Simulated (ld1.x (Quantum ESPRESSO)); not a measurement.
Varying the PAW potential for Pd (Z = 46)

Base potential:

```json
{
  "Element": "palladium (Pd)",
  "Generator": "ld1.x (Quantum ESPRESSO) 7.5",
  "Type": "PAW",
  "Functional": "PBE",
  "Relativity": "fully relativistic",
  "Frozen core": "[Kr]",
  "Valence charge": "10",
  "Reference configuration": "4d9.5 5s0 5p0 (charge +0.5)",
  "Partial waves": "5s (bound, empty): rcut 2.50, rcutus 2.85 bohr; 5s channel at 1.15 Ry: rcut 2.50, rcutus 2.85 bohr; 5p (bound, empty): rcut 2.90, rcutus 4.05 bohr; 5p channel at 0.15 Ry: rcut 2.90, rcutus 4.05 bohr; 4d (bound): rcut 1.60, rcutus 2.05 bohr; 4d channel at 4.55 Ry: rcut 1.60, rcutus 2.05 bohr",
  "Local potential": "all-electron potential smoothed inside 2.95 bohr (lloc = -2)",
  "Core correction": "Bessel-smoothed model core, default radius (core density twice the valence density)",
  "Augmentation charge": "PSQ, inside the norm-conserving radii"
}
```

Open shells are filled in proportion to 2j + 1 (rel_dist='average').

Cutoffs, loose and tight: the cutoffs (Ry, on a coarse ladder) from which the occupation-weighted sum of valence levels, in a spherical-Bessel basis at the reference potential, stays within 10 and 1 mRy of its value at 400 Ry. They do not see the model core or the augmentation charge, which bear on the density cutoff. Test errors are all-electron minus pseudo excitation energies from the reference, over the configurations 4d10 5s0 5p0; 4d9 5s0 5p0; 4d8 5s0 5p0; 4d7 5s0 5p0; 4d6 5s0 5p0; 4d9 5s0 5p1; 4d9 5s1 5p0. A dash means not determined; rows that change the core or the reference have their own tests. The largest error is taken over the tests solved by every variant that gives reliable tests at all: 4d6 5s0 5p0; 4d7 5s0 5p0; 4d8 5s0 5p0; 4d9 5s0 5p0; 4d9 5s0 5p1; 4d9 5s1 5p0.

Cutoffs are not given where the Bessel-basis levels miss the radial ones by over 6 mRy, ghosts where they miss by over 20 mRy; a channel whose overlap is not positive is not tested.

| change | outcome | bound ghosts | largest test error (meV) |
| --- | --- | --- | --- |
| base | generated | not determined | -1613 |
| waves 4d (bound): rcut 1.24, rcutus 1.32 bohr; 4d channel at 4.55 Ry: rcut 1.24, rcutus 1.32 bohr | generated | not determined | -1341 |
| waves 4d (bound): rcut 1.60, rcutus 1.80 bohr; 4d channel at 4.55 Ry: rcut 1.60, rcutus 1.80 bohr | generated | not determined | -1422 |
| waves 4d (bound): rcut 1.60, rcutus 1.96 bohr; 4d channel at 4.55 Ry: rcut 1.60, rcutus 1.96 bohr | generated | not determined | -1473 |
| waves 4d (bound): rcut 1.60, rcutus 2.38 bohr; 4d channel at 4.55 Ry: rcut 1.60, rcutus 2.38 bohr | generated | not determined | -1256 |
| waves 4d (bound): rcut 1.60, rcutus 2.60 bohr; 4d channel at 4.55 Ry: rcut 1.60, rcutus 2.60 bohr | generated | not determined | -2321 |
| waves 4d (bound): rcut 1.60, rcutus 3.04 bohr; 4d channel at 4.55 Ry: rcut 1.60, rcutus 3.04 bohr | generated | not determined | test run stopped at test 1 of 7 (negative rho) |
